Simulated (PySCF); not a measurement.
Running PySCF for S³⁺

Input:

```python
from pyscf import gto, scf, cc

mol = gto.M(
    atom='S 0 0 0',
    basis='jorge-dzp',
    charge=3,
    spin=1,
    symmetry=True,
    verbose=4,
)
mf = scf.ROHF(mol)
mf = mf.density_fit(auxbasis='def2-universal-jkfit')
mf.kernel()
mycc = cc.CCSD(mf, frozen=5)
mycc.kernel()
e = mycc.eaccsd(nroots=3)[0]
print('roots (eV) =', (e*27.211386).round(3))
mf.dip_moment()
print('orbital energies (hartree):', mf.mo_energy[..., max(0, mol.nelec[1]-3):mol.nelec[0]+3].round(4))
```

```bash
$ OMP_NUM_THREADS=1 python input.py
```

The log (some set-up lines and the per-cycle HOMO/LUMO lines with their warnings removed):

```
PySCF version 2.14.0

[INPUT] Symbol           X                Y                Z      unit          X                Y                Z       unit  Magmom
[INPUT]  1 S      0.000000000000   0.000000000000   0.000000000000 AA    0.000000000000   0.000000000000   0.000000000000 Bohr   0.0

nuclear repulsion = 0
point group symmetry = SO3
symmetry origin: [0. 0. 0.]
symmetry axis x: [1. 0. 0.]
symmetry axis y: [0. 1. 0.]
symmetry axis z: [0. 0. 1.]
num. orbitals of irrep s+0 = 7
num. orbitals of irrep p-1 = 4
num. orbitals of irrep p+0 = 4
num. orbitals of irrep p+1 = 4
num. orbitals of irrep d-2 = 1
num. orbitals of irrep d-1 = 1
num. orbitals of irrep d+0 = 1
num. orbitals of irrep d+1 = 1
num. orbitals of irrep d+2 = 1
number of shells = 12
number of NR pGTOs = 44
number of NR cGTOs = 24
basis = jorge-dzp
ecp = {}

******** <class 'pyscf.df.df_jk.DFSymAdaptedROHF'> ********
method = DFSymAdaptedROHF
initial guess = minao
damping factor = 0
level_shift factor = 0
DIIS = <class 'pyscf.scf.diis.CDIIS'>
SCF conv_tol = 1e-09
SCF max_cycles = 50
num. doubly occ = 6  num. singly occ = 1
Freeze 0 electrons in irreps []
    13 free electrons in irreps s+0 p-1 p+0 p+1 d-2 d-1 d+0 d+1 d+2
******** <class 'pyscf.df.df.DF'> ********
auxbasis = def2-universal-jkfit
init E= -397.132600070063
cycle= 1 E= -394.902532303798  delta_E= 2.23  |g|= 0.599  |ddm|= 0.961
cycle= 2 E= -395.061301332086  delta_E= -0.159  |g|= 0.126  |ddm|= 1.09
cycle= 3 E= -395.062935400612  delta_E= -0.00163  |g|= 0.014  |ddm|= 0.103
cycle= 4 E= -395.062973010267  delta_E= -3.76e-05  |g|= 0.00132  |ddm|= 0.024
cycle= 5 E= -395.062973336906  delta_E= -3.27e-07  |g|= 8.27e-05  |ddm|= 0.00204
cycle= 6 E= -395.062973338797  delta_E= -1.89e-09  |g|= 9.18e-06  |ddm|= 0.000148
cycle= 7 E= -395.062973338823  delta_E= -2.63e-11  |g|= 5.18e-07  |ddm|= 1.44e-05
Extra cycle  E= -395.062973338823  delta_E= -1.14e-13  |g|= 8.86e-08  |ddm|= 8.34e-07
converged SCF energy = -395.062973338823

WARN: RCCSD method does not support ROHF method. ROHF object is converted to UHF object and UCCSD method is called.

******** <class 'pyscf.cc.dfuccsd.UCCSD'> ********
CC2 = 0
CCSD nocc = (np.int64(2), np.int64(1)), nmo = (19, 19)
frozen orbitals 5
max_cycle = 50
direct = 0
conv_tol = 1e-07
conv_tol_normt = 1e-06
Init t2, MP2 energy = -0.0431503927654331
Init E_corr(UCCSD) = -0.0465213490088485
cycle = 1  E_corr(UCCSD) = -0.0599949428091837  dE = -0.0134735938  norm(t1,t2) = 0.0481993
cycle = 2  E_corr(UCCSD) = -0.0642652356218045  dE = -0.00427029281  norm(t1,t2) = 0.0184567
cycle = 3  E_corr(UCCSD) = -0.0668368681465798  dE = -0.00257163252  norm(t1,t2) = 0.00791314
cycle = 4  E_corr(UCCSD) = -0.0668213441899883  dE = 1.55239566e-05  norm(t1,t2) = 0.00093767
cycle = 5  E_corr(UCCSD) = -0.0668310681711633  dE = -9.72398117e-06  norm(t1,t2) = 7.92233e-05
cycle = 6  E_corr(UCCSD) = -0.0668278452414773  dE = 3.22292969e-06  norm(t1,t2) = 9.64246e-06
cycle = 7  E_corr(UCCSD) = -0.0668289626001116  dE = -1.11735863e-06  norm(t1,t2) = 2.57987e-06
cycle = 8  E_corr(UCCSD) = -0.0668286622896073  dE = 3.00310504e-07  norm(t1,t2) = 8.06682e-07
cycle = 9  E_corr(UCCSD) = -0.0668286630511176  dE = -7.61510327e-10  norm(t1,t2) = 2.72027e-08
UCCSD converged
E(UCCSD) = -395.1298020018741  E_corr = -0.06682866305111758

******** <class 'pyscf.cc.eom_uccsd.EOMEA'> ********
max_space = 20
max_cycle = 50
conv_tol = 1e-07
partition = None
EOM-CCSD root 0 E = -1.249371894492976  qpwt = 0.815925  conv = True
EOM-CCSD root 1 E = -1.249371884031407  qpwt = 0.815925  conv = True
EOM-CCSD root 2 E = -1.203747787823545  qpwt = 0.802979  conv = True
roots (eV) = [-33.997 -33.997 -32.756]

WARN: System has nonzero charge 3; the dipole moment is origin-dependent.
Location of origin: [0. 0. 0.]

Dipole moment(X, Y, Z, Debye):  0.00000,  0.00000,  0.00000
orbital energies (hartree): [-8.2094 -8.2071 -2.1104 -1.4244 -1.224  -1.224  -0.4571]
```

In short: E(SCF) = -395.062973 Eh, 7 cycles, E(CCSD) − E(SCF) = -0.06683 Eh, attachment roots -33.997, -33.997, -32.756 eV.

Run time: 5.9 s on 1 thread of Arm Neoverse V1 (shared host).

Positive EA roots mean that the added electron is unbound. No search for the lowest solution was made.
